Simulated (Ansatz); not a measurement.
`CC#CC(F)(F)F` and `CNCC(F)(F)F` differ in one atom or group.

Ansatz, PBE0-D4/def2-TZVP geometries, multiplicity 1. Each molecule was computed in one conformer, which needn't be the lowest.

```
                                                                                  property  `CC#CC(F)(F)F`
                                          size of the dipole moment (B3LYP/def2-TZVPP) / D            3.55
                                            size of the dipole moment (PBE/def2-TZVPP) / D            3.42
ideal-gas entropy at 298 K and 1 bar (rigid rotor, harmonic PBE0-D4/def2-TZVP) / J/(mol·K)             350
                                                      HOMO–LUMO gap (PBE0/def2-TZVPP) / eV            8.77
                                                        LUMO energy (PBE0/def2-TZVPP) / eV            0.20
                                                         LUMO energy (PBE/def2-TZVPP) / eV           -0.82
```

(1) Give the same properties after the change, and the shifts. (Estimate.)

Answers

(1) Computed: 
| property | `CNCC(F)(F)F` | shift |
| --- | --- | --- |
| size of the dipole moment (B3LYP/def2-TZVPP) / D | 2.75 | -0.80 |
| size of the dipole moment (PBE/def2-TZVPP) / D | 2.56 | -0.86 |
| ideal-gas entropy at 298 K and 1 bar (rigid rotor, harmonic PBE0-D4/def2-TZVP) / J/(mol·K) | 355 | 5 |
| HOMO–LUMO gap (PBE0/def2-TZVPP) / eV | 8.04 | -0.73 |
| LUMO energy (PBE0/def2-TZVPP) / eV | 0.99 | 0.79 |
| LUMO energy (PBE/def2-TZVPP) / eV | 0.17 | 0.99 |

With PBE0 the HOMO rises by 1.52 eV and the LUMO rises by 0.79 eV, so the gap narrows by about 0.73 eV. PBE moves the HOMO by 1.70 eV and ωB97M-V by 1.41 eV. The zero-point energy changes by 96.4 kJ/mol with +9 modes. Dipoles are sizes alone; their direction can turn. Modes under 60 cm⁻¹, often nearly free rotors, make the harmonic entropy too high.

B3LYP here is the variant with VWN-RPA as its local correlation; programs differ in this.
